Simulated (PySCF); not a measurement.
# Steps of a relaxation of [Pb(OH)3]−

[Pb(OH)3]− (singlet; a saddle point, relaxed within its symmetry). PySCF 2.14.0, RKS r2SCAN, Pb def2-SVP with ECP60, O def2-SVP, H def2-SVP; non-relativistic Hamiltonian with scalar-relativistic core potentials where named; density fitting; no spin-orbit coupling. Origin of the start: template. Columns: position (Å) and force (eV/Å). Energies are counted from the last step; some of the 20 steps are shown. Forces carry noise of the integration grid, about 0.01 to 0.03 eV/Å.

Run from Python with OMP_NUM_THREADS=2. Where DIIS fails, smearing, a level shift and second-order steps follow.
It took 69 s on 2 threads of Arm Neoverse V1, with other jobs on the host, from the converged density of the start.

```xyz
7
step 0  E = 2.184 eV
Pb    0.0000    0.0000   -0.0041    -0.03    0.00   -0.84
O     2.1384    0.0000   -0.0041     1.54    0.00    0.17
H     3.0384    0.0000    0.3459     0.18    0.00    0.11
O    -1.0692    1.8519   -0.0041    -0.75    1.34    0.17
H    -1.5192    2.6313    0.3459    -0.09    0.16    0.11
O    -1.0692   -1.8519   -0.0041    -0.75   -1.34    0.17
H    -1.5192   -2.6313    0.3459    -0.09   -0.16    0.11
```

```xyz
7
step 6  E = 0.792 eV
Pb    0.0000    0.0000   -0.8095    -0.04    0.00   -0.71
O     2.0735    0.0000   -0.1054     0.23    0.00   -0.28
H     2.5688    0.0000    0.7157    -0.17    0.00    0.52
O    -1.0367    1.7957   -0.1054    -0.10    0.18   -0.28
H    -1.2844    2.2247    0.7157     0.08   -0.14    0.52
O    -1.0367   -1.7957   -0.1054    -0.10   -0.18   -0.28
H    -1.2844   -2.2247    0.7157     0.08    0.14    0.52
```

```xyz
7
step 13  E = 0.061 eV
Pb    0.0000    0.0000   -1.2103     0.02    0.00   -0.05
O     1.8955    0.0000   -0.1163     0.14    0.00    0.82
H     1.7701    0.0000    0.8602    -0.07    0.00   -0.81
O    -0.9477    1.6415   -0.1163    -0.08    0.13    0.83
H    -0.8850    1.5329    0.8602     0.03   -0.06   -0.81
O    -0.9477   -1.6415   -0.1163    -0.08   -0.13    0.83
H    -0.8850   -1.5329    0.8602     0.03    0.06   -0.81
```

Question: Where does the relaxation end?

Answer: It converges at step 19 in C3v:
```xyz
7
step 19  E = 0
Pb    0.0000    0.0000   -1.2566
O     1.8627    0.0000   -0.0825
H     1.5727    0.0000    0.8419
O    -0.9313    1.6131   -0.0825
H    -0.7863    1.3620    0.8419
O    -0.9313   -1.6131   -0.0825
H    -0.7863   -1.3620    0.8419
```

Question: How did the contacts change?

Answer: 
| contact | start (Å) | end (Å) |
| --- | --- | --- |
| Pb1–O2 (OH) | 2.138 | 2.202 |
| Pb1–O4 (OH) | 2.138 | 2.202 |
| Pb1–O6 (OH) | 2.138 | 2.202 |
